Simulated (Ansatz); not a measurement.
```xyz
9

S     0.0297    0.0358    1.2139
C     0.0110    1.2806   -0.0346
C     0.0214   -1.2894   -0.0361
C    -0.0133    0.7372   -1.2441
C    -0.0417   -0.7239   -1.2796
H    -0.0440    2.2576    0.3580
H     0.0099   -2.3528    0.3089
H    -0.0187    1.3448   -2.0941
H     0.0021   -1.3492   -2.1574
```

Basis set: STO-3G (spherical functions). Left uncorrelated: 9 orbitals. Charge 0, multiplicity 1.

Computed with Ansatz (development build ahead of 0.2.0); each method stands on the lowest determinant of its kind that the runs found. Restricted open shells among the atoms or ions are ROHF, correlated in semicanonical orbitals with singles.

Problem. Give the atomization energy at this shape (free ground-state atoms in the same class of orbitals less the molecule, no zero-point energy) of singlet C4H4S by RHF-MP2, RHF.

Solution.

```json
{"method": "RHF-MP2", "atomization energy": "41.30 eV"}
{"method": "RHF", "atomization energy": "34.96 eV"}
```

Caution: the shape is not the minimum.

This basis has no polarisation functions and is too small for such energies, which can lie far from measured ones in either direction.
